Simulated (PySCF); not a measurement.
ClFH₅NSi₂, SMILES Cl[Si@H](N)[SiH2]F.

The structure is a stationary point at r2SCAN-D4/def2-SVP. The structure was generated by enumeration; whether it is a known compound was not checked. One conformer was computed; it need not be the lowest.

Two levels are set side by side: PBE/def2-TZVP (PySCF) and HF/def2-TZVP (PySCF). Same geometry, gas phase. Differences are taken from unrounded values.

```
quantity                         HF    PBE  PBE minus HF
---------------------------  ------  -----  ------------
orbital gap (eV)              13.60   5.14         -8.46
highest occupied level (eV)  -11.01  -6.67          4.35
lowest empty level (eV)        2.58  -1.53         -4.11
dipole moment (D)              1.78   1.88          0.10
mean polarisability (bohr³)    64.7   74.3           9.6
```

PBE's occupied levels lie high since its potential decays too fast outside the molecule; exact exchange lowers them and widens the gap. Loosely held outer electrons make PBE densities more polarisable. Differences between two approximate levels are no errors against the true value.

Rough cost on one machine, each run with all the roots and properties that it gave: HF against PBE about 1/3.
